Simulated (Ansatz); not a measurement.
Program: Ansatz. Geometries: PBE0-D4/def2-TZVP. ΔE: electronic, gas phase. CCSD(T)/CBS is the MP2 limit (def2-TZVPP, def2-QZVPP) plus CCSD(T) − MP2 in def2-TZVPP, frozen cores. This one scheme is used for every species. DFT in def2-TZVPP. For Ge outer-core shells are correlated without core-valence functions, which leaves a few kJ/mol of doubt a bond. Scalar relativity is left out up to krypton.

Reaction (ligand exchange at a Ge–C bond): `C[CH2][GeH]` + HCl → `[Cl][GeH]` + ethane

CCSD(T)/CBS gives -139.5 kJ/mol.

(1) Another level gave -141.7 kJ/mol. Which?
A. CAM-B3LYP/def2-TZVPP
B. SCS-MP2/def2-TZVPP
C. RPA@PBE/def2-TZVPP
D. PBE-D4/def2-TZVPP

Largest T1 diagnostic among the species: 0.013.

Results:

(1) B. SCS-MP2/def2-TZVPP -141.7, CAM-B3LYP -153.4, PBE-D4 -148.6, RPA@PBE/def2-TZVPP -135.9 kJ/mol.

The D4 term adds +5.6 kJ/mol with B3LYP and +3.0 kJ/mol with PBE0; it sums over pairs of atoms, weighted by their polarisabilities, and B3LYP, whose exchange is more repulsive, gets the larger term. In def2-TZVPP, CCSD(T) changes the Hartree–Fock value by +24.2 kJ/mol (the triples alone add +1.2 kJ/mol) and MP2 by +22.9 kJ/mol. Leaving LDA and LC-ωPBE aside and taking each functional with its dispersion term where it has one, the values, not all of them listed here, spread over 11.2 kJ/mol, from B97M-V to PBE-QIDH. LDA lies +10.2 kJ/mol from PBE without D4.

B3LYP here is the variant with VWN-RPA as its local correlation; programs differ in this.
